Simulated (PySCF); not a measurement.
A structure optimised at PBE-D3(BJ)/def2-SVP, used in a PySCF frequency run:

```
Hf
O 1 1.7622
Br 1 2.5210 2 108.71
Br 1 2.5210 2 108.71 3 -125.44
```

Question: Write its SMILES, formula and point group.

Answer: [O]=[Hf]([Br])[Br], Br₂HfO, Cs

Question: What are its rotational constants (standard atomic weights)?

Answer: 2.1931, 0.68031, 0.54511 GHz
